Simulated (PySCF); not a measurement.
Al(Br)2(OMe) (CH₃AlBr₂O), SMILES [Br][Al]([O]C)[Br].

Coordinates come from a PBE0-D3(BJ)/def2-SVP optimisation. One conformer was computed; it need not be the lowest.

Level of theory: B3LYP/def2-TZVP run with PySCF.

The molecule is in vacuum.

Computed frontier levels, gap, dipole moment and polarisability:
| Property | Value |
|---|---|
| highest occupied level | -8.23 eV |
| lowest empty level | -1.35 eV |
| orbital gap | 6.88 eV |
| dipole moment | 1.57 D |
| quadrupole, principal values (traceless, Buckingham form, about the centre of nuclear charge) | -7.01, 2.95, 4.06 D·Å |
| mean static polarisability | 77.7 bohr³ (11.51 Å³) |
| polarisability, principal values | 59.8, 81.4, 91.9 bohr³ |
